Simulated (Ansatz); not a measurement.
`B[S][GeH3]` + H₂Se → `[GeH3][SeH]` + `BS` at 400 K and 1 bar (ligand exchange at a Ge–S bond).

Isolated molecules relaxed with PBE0-D4/def2-TZVP in Ansatz; ΔE leaves out vibrations. CBS: MP2 limit from def2 TZ/QZ plus the TZ coupled-cluster correction, frozen cores. This one scheme is used for every species. For Ge, Se outer-core shells are correlated without core-valence functions, which leaves a few kJ/mol of doubt a bond. Scalar relativity is left out up to krypton.

```
      species  CCSD(T)/CBS energy (Eh)  H − E (kJ/mol)  S (J/(mol·K))
 `B[S][GeH3]`              -2501.70931           148.3          352.5
         H₂Se              -2401.89790            49.4          229.5
`[GeH3][SeH]`              -4479.23116           104.1          322.4
         `BS`               -424.38198            95.9          260.4
```

H − E and S are ideal-gas, rigid-rotor, harmonic terms from PBE0-D4/def2-TZVP. 1 Eh = 2625.50 kJ/mol, R = 8.31446 J/(mol·K).

Task: By hand: ΔE, ΔH, ΔS and ΔG.

Result: ΔE = (-4479.23116) + (-424.38198) − (-2501.70931) − (-2401.89790) = -0.00593 Eh = -15.6 kJ/mol. Δ(H − E) = 104.1 + 95.9 − 148.3 − 49.4 = 2.3, so ΔH = -13.3 kJ/mol. ΔS = 322.4 + 260.4 − 352.5 − 229.5 = 0.8 J/(mol·K). ΔG = -13.3 − 400 × (0.8)/1000 = -13.6 kJ/mol.

Task: By hand: the equilibrium constant, and the temperature at which ΔG would vanish if ΔH and ΔS stayed fixed.

Result: log₁₀ K = −ΔG/(RT ln 10) = 1.8. ΔH and −TΔS have one sign here, so there is no such temperature. One of them is within its doubt of zero, so this could turn.

The number of gas molecules stays the same, so ΔS is small and ΔH decides. A doubt of 5 kJ/mol in ΔE shifts log₁₀ K by 0.7 here. Modes under 60 cm⁻¹, often nearly free rotors, make the harmonic entropy too high. These are equilibria of isolated gas molecules and say nothing of rates. Largest T1 diagnostic: 0.015 (customary marks: 0.02 for closed shells, 0.045 for open ones).
